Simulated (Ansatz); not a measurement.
Consider the substitution at a C–Si bond: `B[SiH](F)CC=N` + H₂S → `N=CCS` + `B[SiH2]F`.

Gas-phase electronic energies from Ansatz, PBE0-D4/def2-TZVP geometries. CCSD(T)/CBS is the MP2 limit (def2-TZVPP, def2-QZVPP) plus CCSD(T) − MP2 in def2-TZVPP, frozen cores. This one scheme is used for every species. Each species was taken in one conformer, which may not be the lowest.

`B[SiH](F)CC=N`:

Z-matrix (Å, degrees):
```
Si
F 1 1.611
C 1 1.886 2 107.3
B 1 2.005 2 112.5 3 122.4
H 1 1.489 2 106.7 3 -116.9
C 3 1.487 1 111.9 2 -58.0
H 3 1.095 1 108.1 2 64.1
H 3 1.094 1 107.5 2 -178.4
H 4 1.195 1 123.6 2 1.0
H 4 1.197 1 118.8 2 -179.1
N 6 1.265 3 121.5 1 -102.1
H 6 1.098 3 115.5 1 76.4
H 11 1.019 6 110.9 3 178.5
```

H₂S:

Z-matrix (Å, degrees):
```
S
H 1 1.341
H 1 1.341 2 92.3
```

`N=CCS`:

Cartesian coordinates in Å:
```
N 0.675 -1.065 1.363
C 0.103 -0.121 0.749
C -0.354 -0.290 -0.661
S 0.472 0.879 -1.779
H 0.932 -0.785 2.308
H -0.082 0.868 1.190
H -0.088 -1.289 -1.007
H -1.435 -0.167 -0.748
H -0.222 1.970 -1.415
```

`B[SiH2]F`:

Cartesian coordinates in Å:
```
B 0.749 0.913 0.232
Si -0.496 -0.604 -0.151
F -1.283 -1.135 1.145
H 0.904 1.396 1.313
H 1.380 1.369 -0.678
H 0.264 -1.757 -0.712
H -1.518 -0.182 -1.149
```

```tsv
species	HF/def2-QZVPP energy (Eh)
`B[SiH](F)CC=N`	-547.47654
H₂S	-398.71944
`N=CCS`	-530.68622
`B[SiH2]F`	-415.49044
```

(1) Work out ΔE.

Largest T1 diagnostic among the species: 0.012.

Answers

(1) ΔE = (-530.68622) + (-415.49044) − (-547.47654) − (-398.71944) = 0.01932 Eh = +50.7 kJ/mol. CCSD(T)/CBS gives +58.0 kJ/mol.

In def2-TZVPP, CCSD(T) changes the Hartree–Fock value by +7.6 kJ/mol (the triples alone add +0.0 kJ/mol) and MP2 by +8.2 kJ/mol. The D4 term adds +3.9 kJ/mol with B3LYP and +2.5 kJ/mol with PBE0; it sums over pairs of atoms, weighted by their polarisabilities, and B3LYP, whose exchange is more repulsive, gets the larger term.

B3LYP here is the variant with VWN-RPA as its local correlation; programs differ in this.
